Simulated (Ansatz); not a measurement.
Calculated with Ansatz (gas phase, PBE0-D4/def2-TZVP geometries, no zero-point term in ΔE). CCSD(T)/CBS adds triple-zeta CCSD(T) − MP2 to the extrapolated MP2 energy (def2 sets, frozen cores). For Br, Ge outer-core shells are correlated without core-valence functions, which leaves a few kJ/mol of doubt a bond. Scalar relativity is left out up to krypton. Each species was taken in one conformer, which may not be the lowest.

Consider the cleavage of the P–Ge bond: `[OH][GeH]([PH2])[Br]` + `O[SiH2]O` → `O[SiH2]OP` + `[OH][GeH2][Br]`.

| species | CCSD(T)/CBS(def2) energy (Eh) |
| --- | --- |
| `[OH][GeH]([PH2])[Br]` | -5068.02072 |
| `O[SiH2]O` | -441.92975 |
| `O[SiH2]OP` | -783.46333 |
| `[OH][GeH2][Br]` | -4726.46896 |

(1) Work out ΔE.

(2) What do rigid-rotor, harmonic-oscillator terms from PBE0-D4/def2-TZVP frequencies (298.15 K, 1 bar) make of the CCSD(T)/CBS value? (Best estimate.)

Largest T1 diagnostic among the species: 0.013.

Answers

(1) ΔE = (-783.46333) + (-4726.46896) − (-5068.02072) − (-441.92975) = 0.01818 Eh = +47.7 kJ/mol.

(2) Computed: ΔZPE = -3.6 kJ/mol, ΔH = +43.1 kJ/mol, ΔS = 11 J/(mol·K), ΔG = +39.6 kJ/mol. Modes under 50 cm⁻¹ make the entropy rough.

From BLYP to BHLYP (50 % exact exchange), in def2-TZVPP and without D4, ΔE moves by −8.6 kJ/mol. Leaving LDA and LC-ωPBE aside and taking each functional with its dispersion term where it has one, the values, not all of them listed here, spread over 20.8 kJ/mol, from CAM-B3LYP-D4 to PBE-D4.
